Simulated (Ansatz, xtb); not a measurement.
**FH5NSi2+: which of two isomers lies lower**

Structure I is `[NH2+]=[Si](F)[SiH3]`, a singlet and structure II is `F[SiH2][NH+]=[SiH2]`, a singlet. Both are isolated ions in the gas phase, relaxed with B3LYP-D3(BJ)/def2-SVP; the shapes shown needn't be the lowest conformers.

I (Å):

```xyz
9

F    -1.3499   -0.3474   -3.3682
N    -2.6979    1.1420   -1.5830
Si   -1.2282    0.5304   -2.0445
Si    0.8883    0.8131   -1.0019
H    -3.5669    0.9693   -2.0940
H    -2.8349    1.7305   -0.7604
H     1.2797   -0.5764   -0.6696
H     1.6957    1.4554   -2.0649
H     0.5721    1.6756    0.1598
```

II (Å):

```xyz
9

F    -2.4464    1.7412   -0.9391
N    -0.2989    0.5258   -1.8439
Si   -1.8741    1.2713   -2.3771
Si    0.2863    0.4124   -0.2947
H    -2.6986    0.2036   -2.9680
H    -1.5564    2.4227   -3.2388
H     0.2895    0.1334   -2.5869
H    -0.5183    0.9592    0.8064
H     1.5939   -0.2362   -0.1007
```

Energies in hartree; the thermal terms are from B3LYP-D3(BJ)/def2-SVP harmonic frequencies (ideal gas, rigid rotor, one conformer each, 200 K, 1 atm) and include the zero-point energy:

|  | I | II |
| --- | --- | --- |
| E, CCSD(T)/def2-SVP | −734.768556 | −734.780352 |
| E, MP2/def2-SVP | −734.712514 | −734.726365 |
| E, MP2/def2-TZVPP | −735.273534 | −735.284832 |
| zero-point energy | 0.054861 | 0.053864 |
| H(200 K) − E | 0.059216 | 0.057757 |
| G(200 K) − E | 0.035807 | 0.035478 |

Problem. Correct the CCSD(T) difference for the basis set by the MP2 change, then work out ΔE, ΔE₀, ΔH and ΔG for I → II in kJ/mol (1 Eh = 2625.50 kJ/mol) and the equilibrium ratio [II]/[I].

Solution. 1. Differences II − I: CCSD(T) −0.011796, MP2 in the small set −0.013851, MP2 in the large set −0.011298 Eh.
2. ΔE = −0.011796 + (−0.011298 − (−0.013851)) = −0.009243 Eh = −24.27 kJ/mol.
3. ΔE₀ = ΔE + ΔZPE = −0.009243 + (−0.000997) Eh = −26.89 kJ/mol.
4. ΔH = ΔE + (−0.001459) Eh = −28.10 kJ/mol.
5. ΔG = ΔE + (−0.000329) Eh = −25.13 kJ/mol, so ΔS = (ΔH − ΔG)/T = −14.8 J/(mol K).
6. kT = 0.6334 mEh, so K = [II]/[I] = exp(−ΔG/kT) = exp(+15.11) ≈ 3.7 × 10^6.

Structure II is favoured at this temperature. An error of 4 kJ/mol in ΔG would change K by a factor of 11. HF/STO-3G found them nearly level. Mirror images and further conformers aren't counted.

As drawn, II has 1 N–Si, 1 Si–H in place of 1 Si–Si, 1 N–H.

Other levels gave ΔE = −98.3 (GFN2-xTB); +1.5 (HF/STO-3G, GFN2-xTB geometries); −25.2 (r2SCAN-D4/def2-SVP, GFN2-xTB geometries); −19.4 (B3LYP-D3(BJ)/def2-SVP); −46.5 (HF/def2-SVP); −36.4 (MP2/def2-SVP); −31.0 (CCSD(T)/def2-SVP) kJ/mol. The correlated steps freeze 12 core orbitals. Programs: Ansatz 0.2.0, xtb 6.7.1.
